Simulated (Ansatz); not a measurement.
Pulling on the Ge1–H4 bond in FGeH3O (SMILES [OH][GeH2][F]) (multiplicity 1 held, fragments rigid). Energies count from the point at 1.527 Å.
Geometry at that point (charge 0, multiplicity 1):
| atom | x (Å) | y (Å) | z (Å) |
|---|---|---|---|
| Ge | -0.2275 | -0.2509 | 0.0266 |
| O | 1.4557 | -0.4002 | -0.5045 |
| F | -0.5458 | 1.4465 | 0.3099 |
| H | -1.0848 | -0.6963 | -1.1554 |
| H | -0.4698 | -0.9323 | 1.3808 |
| H | 2.0998 | -0.1604 | 0.1698 |

Signs of static correlation in cc-pVDZ, with CASSCF(2,2), from Ansatz (a program for electronic structure) runs.

```json
[
 {"R (Å)": "1.221", "T1 of restricted CCSD": "0.013", "⟨S²⟩ of UHF": "0.000", "largest double amplitude of restricted CCSD": "0.033", "weight of the CASSCF reference in MRCISD": "0.902", "CASSCF natural occupations": "1.99 0.01"},
 {"R (Å)": "1.374", "T1 of restricted CCSD": "0.013", "⟨S²⟩ of UHF": "0.000", "largest double amplitude of restricted CCSD": "0.035", "weight of the CASSCF reference in MRCISD": "0.902", "CASSCF natural occupations": "1.99 0.01"},
 {"R (Å)": "1.527", "T1 of restricted CCSD": "0.013", "⟨S²⟩ of UHF": "0.000", "largest double amplitude of restricted CCSD": "0.038", "weight of the CASSCF reference in MRCISD": "0.902", "CASSCF natural occupations": "1.98 0.02"},
 {"R (Å)": "1.679", "T1 of restricted CCSD": "0.013", "⟨S²⟩ of UHF": "0.000", "largest double amplitude of restricted CCSD": "0.031", "weight of the CASSCF reference in MRCISD": "0.902", "CASSCF natural occupations": "1.97 0.03"},
 {"R (Å)": "1.832", "T1 of restricted CCSD": "0.014", "⟨S²⟩ of UHF": "0.000", "largest double amplitude of restricted CCSD": "___", "weight of the CASSCF reference in MRCISD": "0.903", "CASSCF natural occupations": "1.95 0.05"},
 {"R (Å)": "2.061", "T1 of restricted CCSD": "0.014", "⟨S²⟩ of UHF": "0.000", "largest double amplitude of restricted CCSD": "0.137", "weight of the CASSCF reference in MRCISD": "0.903", "CASSCF natural occupations": "1.92 0.08"},
 {"R (Å)": "2.290", "T1 of restricted CCSD": "0.015", "⟨S²⟩ of UHF": "___", "largest double amplitude of restricted CCSD": "0.197", "weight of the CASSCF reference in MRCISD": "0.903", "CASSCF natural occupations": "1.87 0.13"},
 {"R (Å)": "2.672", "T1 of restricted CCSD": "0.019", "⟨S²⟩ of UHF": "0.769", "largest double amplitude of restricted CCSD": "0.317", "weight of the CASSCF reference in MRCISD": "0.903", "CASSCF natural occupations": "1.73 0.27"},
 {"R (Å)": "3.053", "T1 of restricted CCSD": "0.026", "⟨S²⟩ of UHF": "0.920", "largest double amplitude of restricted CCSD": "0.457", "weight of the CASSCF reference in MRCISD": "0.903", "CASSCF natural occupations": "1.54 0.46"},
 {"R (Å)": "3.511", "T1 of restricted CCSD": "0.034", "⟨S²⟩ of UHF": "0.980", "largest double amplitude of restricted CCSD": "0.621", "weight of the CASSCF reference in MRCISD": "0.903", "CASSCF natural occupations": "1.32 0.68"},
 {"R (Å)": "4.122", "T1 of restricted CCSD": "0.040", "⟨S²⟩ of UHF": "1.000", "largest double amplitude of restricted CCSD": "0.779", "weight of the CASSCF reference in MRCISD": "0.904", "CASSCF natural occupations": "1.14 0.86"},
 {"R (Å)": "4.885", "T1 of restricted CCSD": "0.041", "⟨S²⟩ of UHF": "1.004", "largest double amplitude of restricted CCSD": "0.876", "weight of the CASSCF reference in MRCISD": "0.904", "CASSCF natural occupations": "1.05 0.95"}
]
```

Q: Some entries are withheld; supply them.

A: 
- 1.832, largest double amplitude of restricted CCSD: 0.084
- 2.290, ⟨S²⟩ of UHF: 0.343

Doubts at one or more of the structures used: a restricted determinant that unrestricted orbitals would lower (R-CCSD(T)/cc-pVDZ); other coupled-cluster roots lie near (R-CCSD(T)/cc-pVDZ); a spin-contaminated determinant (U-CCSD(T)/cc-pVDZ); T1 above 0.05 (U-CCSD(T)/cc-pVDZ).
